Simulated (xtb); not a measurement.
Species: C₄H₁₂GeO₃, SMILES `CCC[CH2][Ge]([OH])([OH])[OH]` (charge 0, multiplicity 1).

Question: Give a relaxed geometry from xtb with GFN2-xTB.

Answer: This is not unique; one that fits is the end point of this relaxation, one of several conformers (outside a Z-matrix the atoms follow the SMILES, hydrogens last).
Z-matrix (Å, degrees):
```
C
H 1 1.0924
H 1 1.0925 2 107.53
C 1 1.5220 2 109.40 3 -118.87
H 4 1.0894 1 110.15 2 -59.97
H 4 1.0898 5 107.43 1 120.16
C 1 1.5273 2 109.31 3 118.72
H 7 1.0925 1 109.29 2 -179.61
H 7 1.0925 8 107.63 1 118.57
C 7 1.5239 8 109.43 9 118.83
H 10 1.0874 7 110.60 8 -58.80
H 10 1.0877 11 108.40 7 121.31
H 10 1.0877 11 108.42 12 117.37
Ge 4 1.9956 5 107.91 6 116.01
O 14 1.7515 4 112.72 5 53.48
H 15 0.9547 14 114.15 4 102.54
O 14 1.7533 15 105.63 16 -21.24
H 17 0.9546 14 114.22 15 -142.05
O 14 1.7548 15 106.56 16 -133.89
H 19 0.9546 14 114.54 15 -25.41
```
